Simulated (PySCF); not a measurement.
Isomers of C4H14O2Si3, mass 178.030 u with the commonest isotopes. Theory: PBE0/pcSseg-1 in PySCF (dipole) on a GFN2-xTB geometry, gas phase. One conformer each, none proved a minimum here; rigid rotors.

Task: Order these by rotational constant A, largest first.
A. `[CH3:1][O:2][CH2:3][Si:4]([SiH3:5])([SiH3:6])[C:7]([CH3:8])=[O:9]` with C1–O2–C3–Si4 -173°, O2–C3–Si4–Si5 173°, C3–Si4–C7–C8 7°
B. `[SiH3:1][CH2:2][O:3][C:4]1([O:5][SiH3:6])[CH2:7][SiH2:8][CH2:9]1` with Si1–C2–O3–C4 163°, C2–O3–C4–O5 -61°, O3–C4–O5–Si6 -54°, O3–C4–C7–Si8 -103°, C4–C7–Si8–C9 -12°, C7–Si8–C9–C4 12°, O3–C4–C9–Si8 97°
C. `[O:1]=[C:2]([OH:3])[C@@H:4]([SiH3:5])[CH2:6][SiH2:7][CH2:8][SiH3:9]` with O1–C2–O3–H 0°, O1–C2–C4–Si5 -98°, C2–C4–C6–Si7 70°, C4–C6–Si7–C8 -173°, C6–Si7–C8–Si9 180°
D. `[CH3:1][CH2:2][O:3][SiH2:4][O:5]/[C:6]([SiH3:7])=[CH:8]\[SiH3:9]` with C1–C2–O3–Si4 -76°, C2–O3–Si4–O5 -177°, O3–Si4–O5–C6 -179°, Si4–O5–C6–Si7 -7°

Result: C (1999 MHz), D (1226 MHz), B (1147 MHz), A (985.6 MHz).

Task: Order these by rotational constant C, smallest first.
A. `[SiH3:1][CH2:2][O:3][C:4]1([O:5][SiH3:6])[CH2:7][SiH2:8][CH2:9]1` with Si1–C2–O3–C4 163°, C2–O3–C4–O5 -61°, O3–C4–O5–Si6 -54°, O3–C4–C7–Si8 -103°, C4–C7–Si8–C9 -12°, C7–Si8–C9–C4 12°, O3–C4–C9–Si8 97°
B. `[O:1]=[C:2]([OH:3])[C@@H:4]([SiH3:5])[CH2:6][SiH2:7][CH2:8][SiH3:9]` with O1–C2–O3–H 0°, O1–C2–C4–Si5 -98°, C2–C4–C6–Si7 70°, C4–C6–Si7–C8 -173°, C6–Si7–C8–Si9 180°
C. `[CH3:1][O:2][CH2:3][Si:4]([SiH3:5])([SiH3:6])[C:7]([CH3:8])=[O:9]` with C1–O2–C3–Si4 -173°, O2–C3–Si4–Si5 173°, C3–Si4–C7–C8 7°
D. `[CH3:1][CH2:2][O:3][SiH2:4][O:5]/[C:6]([SiH3:7])=[CH:8]\[SiH3:9]` with C1–C2–O3–Si4 -76°, C2–O3–Si4–O5 -177°, O3–Si4–O5–C6 -179°, Si4–O5–C6–Si7 -7°

Result: B (335.4 MHz), D (387.8 MHz), A (501.1 MHz), C (619.2 MHz).

Task: Order these by radius of gyration √(Σ m r²/M), smallest first.
A. `[O:1]=[C:2]([OH:3])[C@@H:4]([SiH3:5])[CH2:6][SiH2:7][CH2:8][SiH3:9]` with O1–C2–O3–H 0°, O1–C2–C4–Si5 -98°, C2–C4–C6–Si7 70°, C4–C6–Si7–C8 -173°, C6–Si7–C8–Si9 180°
B. `[CH3:1][CH2:2][O:3][SiH2:4][O:5]/[C:6]([SiH3:7])=[CH:8]\[SiH3:9]` with C1–C2–O3–Si4 -76°, C2–O3–Si4–O5 -177°, O3–Si4–O5–C6 -179°, Si4–O5–C6–Si7 -7°
C. `[SiH3:1][CH2:2][O:3][C:4]1([O:5][SiH3:6])[CH2:7][SiH2:8][CH2:9]1` with Si1–C2–O3–C4 163°, C2–O3–C4–O5 -61°, O3–C4–O5–Si6 -54°, O3–C4–C7–Si8 -103°, C4–C7–Si8–C9 -12°, C7–Si8–C9–C4 12°, O3–C4–C9–Si8 97°
D. `[CH3:1][O:2][CH2:3][Si:4]([SiH3:5])([SiH3:6])[C:7]([CH3:8])=[O:9]` with C1–O2–C3–Si4 -173°, O2–C3–Si4–Si5 173°, C3–Si4–C7–C8 7°

Result: D (2.423 Å), C (2.461 Å), B (2.736 Å), A (2.963 Å).

```
                            SMILES  point group  Ia (u·Å²)  Ib (u·Å²)  Ic (u·Å²)      κ  μa (D)  μb (D)  μc (D)
     CCO[SiH2]O/C([SiH3])=C\[SiH3]           C1     412.07     949.91    1303.04  -0.66    1.61    1.80    0.07
      [SiH3]COC1(O[SiH3])C[SiH2]C1           C1     440.48     707.16    1008.56  -0.34    0.28    0.22    0.40
     COC[Si]([SiH3])([SiH3])C(C)=O           C1     512.77     760.69     816.14  -0.75    3.17    0.69    2.70
O=C(O)[C@@H]([SiH3])C[SiH2]C[SiH3]           C1     252.87    1367.16    1506.70  -0.96    0.97    1.02    0.63
```
